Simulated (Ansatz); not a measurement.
Relaxation of GeH₇P (9 atoms, charge 0, multiplicity 1), to a largest force component of 0.03 eV/Å in at most 50 steps.

Method: Ansatz, RKS PBE0/def2-SVP.

```xyz
9
Properties=species:S:1:pos:R:3
Ge -0.561 -0.071 -0.379
H 0.065 0.178 2.299
H 0.772 0.040 0.380
H -0.635 1.101 -1.378
H -0.561 -1.387 -1.183
P -2.338 0.117 1.047
H -3.279 -0.343 0.067
H -2.152 -1.186 1.607
H -0.417 0.240 2.831
```

Q: Where does it end, and by what steps?

A: The run converged. The force dipped under the threshold on the way, but the program's further checks kept it going. After 18 steps the energy has fallen by 0.206 eV; H2 moved furthest, 1.25 Å.

| step | energy less start (eV) | largest force component (eV/Å) | accepted |
| --- | --- | --- | --- |
| 0 | 0.0000 | 1.378 | yes |
| 1 | -0.1291 | 0.121 | yes |
| 2 | -0.1706 | 0.071 | yes |
| 3 | -0.1863 | 0.092 | yes |
| 4 | -0.1949 | 0.065 | yes |
| 5 | -0.1989 | 0.018 | yes |
| 6 | -0.1996 | 0.110 | yes |
| 7 | -0.2003 | 0.118 | yes |
| 8 | -0.2013 | 0.057 | yes |
| 9 | -0.2019 | 0.173 | yes |
| 10 | -0.2017 | 0.249 | no |
| 11 | -0.2032 | 0.063 | yes |
| 12 | -0.2045 | 0.034 | yes |
| 13 | -0.2043 | 0.224 | no |
| 14 | -0.2051 | 0.019 | yes |
| 15 | -0.2055 | 0.103 | yes |
| 16 | -0.2049 | 0.071 | no |
| 17 | -0.2058 | 0.016 | yes |
| 18 | -0.2060 | 0.029 | yes |

```xyz
9
Properties=species:S:1:pos:R:3
Ge -0.630 -0.125 -0.661
H 0.390 0.288 3.502
H 0.723 -0.096 0.070
H -0.738 1.112 -1.570
H -0.718 -1.398 -1.523
P -2.321 0.017 0.933
H -3.363 -0.283 0.003
H -2.180 -1.343 1.346
H -0.268 0.515 3.189
```

Run time: 24 s on 2 threads of Arm Neoverse V2, on a shared host, peak memory 0.17 GiB.
